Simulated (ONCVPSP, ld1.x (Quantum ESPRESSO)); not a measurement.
**Potentials for nitrogen compared**

Generated with ld1.x 7.5 (TM, RRKJ, ultrasoft, PAW), atompaw 4.2 or ONCVPSP 4.0.1. The cutoff is in Ry: for ld1.x and atompaw files where the sum of valence levels is converged to 10 mRy in a Bessel basis, for ONCV files where the hardest occupied wave has 1 mHa per electron of residual kinetic energy. The error is the largest all-electron minus pseudo excitation energy over each file’s own four to seven test configurations (ionisations up to +4, promotions, holes and added fractions of an electron), all of which were solved. The labels leave out finer settings (local radius, basis sizes, second energies), which also bear on the numbers. Spin-polarised tests are not counted. The rows are a selection from randomly drawn settings: files with unsolved tests, undetermined cutoffs or missed reference levels are left out.

A true bound ghost makes a file unfit for plane-wave use even where its test errors are small: the radial tests pick states by their node count and pass the ghost by.

| potential | cutoff (Ry) | largest error (meV) | bound ghosts |
| --- | --- | --- | --- |
| ONCV, LDA (Perdew-Wang 92), scalar-relativistic, rc 0.90/1.70/1.85 (spd), local smoothed, core correction no, reference 2s2 2p2.75, qcut 6/9.9/5.6, projectors 3/1/2 | 159 | +707 | s |
| ultrasoft, LDA (PZ), non-relativistic, rc 0.75/2.20 (sp), local smoothed, core correction yes, reference 2s2 2p1 | 60 | -109 | none |
| ONCV, PBEsol, scalar-relativistic, rc 0.90/2.35 (sp), local smoothed, core correction no, reference 2s1.5 2p3.5, qcut 6.7/4.6, projectors 2/2 | 82 | +4952 | none |
| ONCV, PBE, non-relativistic, rc 0.90/2.25/1.85 (spd), local smoothed, core correction yes, reference 2s1 2p4, qcut 6/5/4.9, projectors 2/3/2 | 188 | +1584 | none |
| TM, PBE, scalar-relativistic, rc 0.95/2.05 (sp), local p, core correction no, reference 2s2 2p1.5 | 55 | +437 | none |
| ONCV, LDA (Perdew-Wang 92), scalar-relativistic, rc 0.90/2.05 (sp), local s, core correction yes, reference 2s2 2p3, qcut 8.1/7.1, projectors 0/2 | 59 | +1959 | none |
| TM, LDA (PZ), scalar-relativistic, rc 1.00/1.75/1.55 (spd), local p, core correction no, reference 2s2 2p1 | 55 | +761 | none |

Q: Fill in the row for N: ONCV, PBE, scalar-relativistic, rc 0.75/1.75 (sp), local smoothed, core correction yes, reference 2s1 2p4, qcut 8.3/8.4, projectors 2/2.

A: cutoff 59 Ry, largest error +294 meV, bound ghosts: none.

Q: Fill in the row for N: ONCV, PBEsol, scalar-relativistic, rc 0.95/2.25/2.30 (spd), local smoothed, core correction yes, reference 2s1 2p4, qcut 8.3/7.5/4.9, projectors 1/3/2.

A: cutoff 55 Ry, largest error +860 meV, bound ghosts: none.
